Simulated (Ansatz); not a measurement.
Ansatz (a first-principles code) input (revPBE/def2-TZVPD):

Ansatz 0.2 input:
```yaml
crystal:
  periodic: [false, false, false]
  atoms:
    - {symbol: Si, position_ang: [2.21935161, -0.08169584, 0.35097580]}
    - {symbol: C, position_ang: [0.38567402, -0.19640171, 0.12263579]}
    - {symbol: N, position_ang: [-0.34680539, -1.19553890, 0.56317921]}
    - {symbol: C, position_ang: [-1.67297442, -0.99543603, 0.33391325]}
    - {symbol: C, position_ang: [-1.99630104, 0.18156909, -0.28302521]}
    - {symbol: S, position_ang: [-0.57615684, 1.08066407, -0.60083909]}
    - {symbol: H, position_ang: [2.84988508, -1.41587454, 0.23893983]}
    - {symbol: H, position_ang: [2.78533753, 0.90577067, -0.59987152]}
    - {symbol: H, position_ang: [-2.38574481, -1.74825280, 0.63827620]}
    - {symbol: H, position_ang: [-2.97264443, 0.54185728, -0.56097790]}
basis:
  gaussian:
    orbitals: def2-TZVPD
hamiltonian:
  xc: {name: revPBE}
magnetization: {spin_polarized: true, initial_magnetization: 1}
output: {forces: true}
```

End of the output:

```
integrals: 0.27 GiB planned
1473 factors; their error is unknown
0.47 GiB of the device are held for the grids
1.77 GiB of device memory are held for the factors and their scratch space
mean field: 1.88 GiB planned
mean field evaluation 1: about -23354.1283 eV, gradient 6.4e1 eV
mean field evaluation 2: about -23013.0754 eV, gradient 2.2e2 eV
mean field evaluation 4: about -23370.0305 eV, gradient 3.2e1 eV
mean field evaluation 8: about -23375.0741 eV, gradient 7.9e-1 eV
mean field evaluation 16: about -23375.0484 eV, gradient 5.0e-3 eV
mean field -23375.04840175 eV, -859.0171845874 hartree, gradient 7.5e-5 eV, S^2 0.754822; 0 other end points of the search recorded, 0 dependent functions left out
the calculation of the forces begins
reference -23375.04847416 eV, -859.0171872483 hartree; 30, 29 occupied and 243, 244 virtual orbitals, 1473 factors
Total energy: -23375.04847416 eV, -859.0171872483 hartree
Atom 0 at     2.219352    -0.081696     0.350976 Å, force     0.046277     0.094724     0.149918 eV/Å
Atom 1 at     0.385674    -0.196402     0.122636 Å, force     0.322636     0.273355    -0.104074 eV/Å
Atom 2 at    -0.346805    -1.195539     0.563179 Å, force    -0.024357    -0.692587     0.354150 eV/Å
Atom 3 at    -1.672974    -0.995436     0.333913 Å, force     0.048606    -0.267172     0.134096 eV/Å
Atom 4 at    -1.996301     0.181569    -0.283025 Å, force    -0.081056     0.344501    -0.175929 eV/Å
Atom 5 at    -0.576157     1.080664    -0.600839 Å, force    -0.015997     0.412631    -0.204051 eV/Å
Atom 6 at     2.849885    -1.415875     0.238940 Å, force     0.128721    -0.239949    -0.001237 eV/Å
Atom 7 at     2.785338     0.905771    -0.599872 Å, force     0.130353     0.180829    -0.148759 eV/Å
Atom 8 at    -2.385745    -1.748253     0.638276 Å, force    -0.240428    -0.248948     0.098801 eV/Å
Atom 9 at    -2.972644     0.541857    -0.560978 Å, force    -0.314754     0.142614    -0.102916 eV/Å
Dipole moment:    -0.243456     0.184005    -0.123243 e Å
```

It need not be the lowest isomer of its formula.
